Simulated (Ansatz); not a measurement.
Consider the atomization: `O[SiH](O)[NH][GeH3]` → Ge• + 7 H• + N• + 2 O• + Si•.

Gas-phase electronic energies from Ansatz, PBE0-D4/def2-TZVP geometries. CBS: MP2 limit from def2 TZ/QZ plus the TZ coupled-cluster correction, frozen cores. This one scheme is used for every species, atoms too. Functionals use def2-TZVPP. B3LYP here is the variant with VWN-RPA as its local correlation; programs differ in this. No spin–orbit coupling; open shells (•) take unrestricted orbitals. Spin–orbit coupling would lower the free atoms: a little for O, Si; clearly for Ge. Bonds to Ge are less sure, by a few kJ/mol each and by 10 to 20 or more in all where they break to atoms, as the def2 sets lack core-valence functions. Scalar relativity is left out up to krypton. One conformer a species, not always the lowest.

`O[SiH](O)[NH][GeH3]`:

Cartesian coordinates in Å:
```
O 0.721 -0.276 1.882
Si -0.604 -0.525 0.952
O -0.427 -2.080 0.440
N -0.649 0.616 -0.308
Ge 0.766 1.123 -1.376
H 1.138 -1.062 2.239
H -1.866 -0.369 1.716
H -1.060 -2.404 -0.201
H -1.447 1.233 -0.327
H 0.241 1.344 -2.807
H 1.407 2.427 -0.868
H 1.781 -0.025 -1.343
```

| level | ΔE (kcal/mol) | difference from CCSD(T)/CBS |
| --- | --- | --- |
| PBE-D4 | 994.4 | -4.4 |
| r2SCAN-D4 | 989.2 | -9.6 |
| PBE0-D4 | 976.8 | -22.0 |
| B3LYP-D4 | 987.5 | -11.3 |
| ωB97X-V | 997.1 | -1.7 |
| ωB97M-V | 992.9 | -5.9 |
| B2PLYP | 979.2 | -19.6 |
| PBE | 987.9 | -10.9 |
| r2SCAN | 987.6 | -11.2 |
| PBE0 | 971.3 | -27.5 |
| B3LYP | 977.1 | -21.7 |
| HF/def2-TZVPP | 695.2 | -303.6 |
| MP2/def2-TZVPP | 983.3 | -15.5 |
| SCS-MP2/def2-TZVPP | 983.3 | -15.5 |
| CCSD/def2-TZVPP | 955.2 | -43.6 |
| CCSD(T)/def2-TZVPP | 969.3 | -29.5 |
| HF/def2-QZVPP | 697.5 | -301.3 |
| MP2/def2-QZVPP | 1001.0 | 2.2 |
| SCS-MP2/def2-QZVPP | 1003.8 | 5.0 |
| HF/CBS(def2) | 697.9 | -300.9 |
| MP2/CBS(def2) | 1012.8 | 14.0 |
| CCSD/CBS(def2) | 984.7 | -14.1 |
| CCSD(T)/CBS | 998.8 | 0 |

Largest T1 diagnostic among the species: 0.012.

In def2-TZVPP, CCSD(T) changes the Hartree–Fock value by +274.0 kcal/mol (the triples alone add +14.1 kcal/mol) and MP2 by +288.0 kcal/mol; breaking electron pairs costs correlation energy, which Hartree–Fock lacks. From PBE to PBE0 (25 % exact exchange), in def2-TZVPP and without D4, ΔE moves by −16.6 kcal/mol: exact exchange takes away binding that semilocal exchange gives to molecules. The D4 term adds +10.4 kcal/mol with B3LYP and +5.5 kcal/mol with PBE0; it sums over pairs of atoms, weighted by their polarisabilities, and B3LYP, whose exchange is more repulsive, gets the larger term.

For atomizations the MP2-based limit and the directly extrapolated one differ by several kJ/mol either way, and by 10 to 25 for some Ge, Se and Sn compounds, so smaller differences from it don't rank the levels.
